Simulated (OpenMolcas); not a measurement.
A calculation on Li.

* Program: OpenMolcas
* Method: CASSCF
* Basis: ANO-RCC-VTZP [4s3p2d1f]
* Scalar Hamiltonian: DKH2, point nucleus
* Active space: 1 electron in 8 orbitals (2s 2p 3s 3p)
* State averaging: 2S+1 = 2 even, 1 root; 2S+1 = 2 odd, 3 roots
* Spin-orbit coupling: state interaction with AMFI integrals over the reference wave functions, term energies averaged over their components

(1) Which level of the active space comes out lowest?

(2) How high does 2p 2P* 1/2 lie?

(3) How high does 2p 2P* 3/2 lie?

Measured values: NIST Handbook of Basic Atomic Spectroscopic Data.

Results:

(1) 2s 2S 1/2, with 100 % of that term; it is also the measured ground level.

(2) 14851 cm-1 above the lowest level; measured 14904 cm-1 above the ground level, so the calculation is off by 0 %.

(3) 14851 cm-1 above the lowest level; measured 14904 cm-1 above the ground level, so the calculation is off by 0 %.

With one active electron outside closed inactive shells, the extra shells (3p 3s) add no correlation to the reference. ANO sets are built for ground and valence states and can reach diffuse excited orbitals poorly. With one active electron the reference holds no correlation, so core polarisation is missing. Measured partners are found by configuration, term and J. A level has none where our copy of the source lacks it or the pairing is in doubt (some pairs that miss far off the trend of their configuration count as doubtful), and it then counts in no deviation. Levels of configurations outside the active space are missing.

* marks odd parity.
